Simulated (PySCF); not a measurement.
Correlation energy of Ru (ruthenium, neutral)

[Kr] 4d6 5s1 5p1, one real determinant (an excited configuration). Calculation: PySCF 2.14, in aug-cc-pVTZ-PP with ECP28MDF; a scalar-relativistic core potential. Frozen: 4s2 4p6; 8 electrons correlated.

MP2 pair energies summed by pair of shells (mhartree):

```csv
pair,energy,share (%)
4d-4d,-107.12,75.2
4d-5s,-22.08,15.5
4d-5p,-11.39,8.0
5s-5p,-1.82,1.3
```

Total MP2 correlation energy: -142.41 mhartree.

Same-spin part -88.31 and opposite-spin part -54.10 mhartree; SCS-MP2 scales them by 1/3 and 6/5 to -94.36 mhartree.

The reference is one real determinant that mixes LS terms of this configuration.
